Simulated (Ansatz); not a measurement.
Geometry optimisation, RKS LDA/def2-SVP in Ansatz.

input.yaml

```yaml
crystal:
  periodic: [false, false, false]
  atoms:
    - { symbol: O, position_ang: [-0.759, 0.5385, -2.1748] }
    - { symbol: C, position_ang: [0.2907, 0.3597, -1.7141] }
    - { symbol: Ge, position_ang: [0.5545, 0.5672, 0.1593] }
    - { symbol: Al, position_ang: [-0.8032, -0.95, 1.3863] }
    - { symbol: H, position_ang: [1.1112, 0.0442, -2.3751] }
    - { symbol: H, position_ang: [0.2764, 2.0417, 0.5888] }
    - { symbol: H, position_ang: [2.0919, 0.2373, 0.5077] }
    - { symbol: H, position_ang: [-0.7315, -2.5177, 1.1362] }
    - { symbol: H, position_ang: [-1.9426, -0.3671, 2.4685] }
basis:
  gaussian: { orbitals: def2-SVP }
hamiltonian:
  xc: lda
relax:
  f_tol: 0.02
  max_steps: 50
output:
  orbitals: {}
```

Command:

```bash
$ ansatz run input.yaml --threads 2 --pin off --max-ram 3072MiB --backend cpu --events-out ev --progress --plain --runs-dir out
```

Problem. Where does it end, and by what steps?

Solution. The forces met the threshold. After 15 steps the energy has fallen by 0.335 eV; O1 moved furthest, 0.60 Å.

```
step  energy less start (eV)  largest force component (eV/Å)  accepted
   0                  0.0000                           4.588       yes
   1                 -0.2984                           0.630       yes
   2                 -0.3140                           0.453       yes
   3                 -0.2845                           0.784        no
   4                 -0.3193                           0.307       yes
   5                 -0.3237                           0.144       yes
   6                 -0.3275                           0.115       yes
   7                 -0.3295                           0.135       yes
   8                 -0.3294                           0.395        no
   9                 -0.3322                           0.084       yes
  10                 -0.3310                           0.128        no
  11                 -0.3327                           0.086       yes
  12                 -0.3331                           0.169       yes
  13                 -0.3328                           0.153        no
  14                 -0.3344                           0.038       yes
  15                 -0.3347                           0.011       yes
```

```xyz
9
Properties=species:S:1:pos:R:3
O -0.539 1.059 -2.370
C 0.251 0.399 -1.750
Ge 0.543 0.603 0.219
Al -0.820 -1.008 1.462
H 0.877 -0.409 -2.255
H 0.266 2.084 0.560
H 2.053 0.311 0.437
H -0.523 -2.572 1.280
H -2.020 -0.512 2.400
```

Run time: 16 s on 2 threads of Intel(R) Xeon(R) Platinum 8488C (Sapphire Rapids) (shared host), peak memory 0.17 GiB.
